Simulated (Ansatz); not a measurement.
Total energies of Ga5N4H16⁻, a cluster cut from zinc blende GaN (hydrogen-capped) from Ansatz at PBE0-D4/def2-TZVP, gas phase (1 Eh = 27.2114 eV = 2625.5 kJ/mol). The reference geometry is relaxed at r2SCAN-D4/def2-SVP.

```
atom   x (Å)   y (Å)   z (Å)
  N1   1.582   0.605   0.485
  N2   0.407  -1.246  -1.721
  N3  -0.737  -1.025   1.753
  N4  -1.346   1.017  -0.510
 Ga5   1.109  -0.311   2.156
 Ga6   2.156  -0.525  -1.013
 Ga7   0.299   2.041  -0.035
 Ga8  -1.166  -0.052  -2.147
 Ga9  -2.210   0.148   1.024
 H10   2.425   1.142   0.727
 H11   0.093  -2.015  -1.123
 H12   0.642  -1.709  -2.603
 H13  -1.091  -1.383   2.645
 H14  -0.655  -1.864   1.173
 H15  -2.001   1.764  -0.773
 H16   2.001  -1.606   2.391
 H17   0.932   0.704   3.354
 H18   2.947  -1.810  -0.513
 H19   2.780   0.329  -2.187
 H20   0.843   2.764  -1.338
 H21  -0.009   2.937   1.237
 H22  -0.720   0.830  -3.379
 H23  -2.388  -1.050  -2.337
 H24  -2.549   1.183   2.170
 H25  -3.344  -0.867   0.565
```

```json
{"state": "charge -1 singlet", "geometry": "reference", "energy (Eh)": "-9851.77013"}
{"state": "charge 0 doublet", "geometry": "reference", "energy (Eh)": "-9851.57466"}
{"state": "charge 0 doublet", "geometry": "relaxed at r2SCAN-D4/def2-SVP", "energy (Eh)": "-9851.59819"}
```

Single mean-field runs in def2-TZVP are fitted with def2-universal-jkfit.

Problem. Work out the vertical ionisation energy to the doublet.

Solution. E(charge 0 doublet) − E(charge -1 singlet) = -9851.57466 − (-9851.77013) = 0.19547 Eh = 5.32 eV. For comparison, −ε of the highest occupied level is 3.69 eV at this level, 1.63 eV less.

Problem. How much does the charge 0 doublet relax, and what is the adiabatic ionisation energy?

Solution. Relaxation: -9851.57466 − (-9851.59819) = 0.02353 Eh = 0.64 eV. Adiabatic ionisation energy: 0.17194 Eh = 4.68 eV, without zero-point energy.
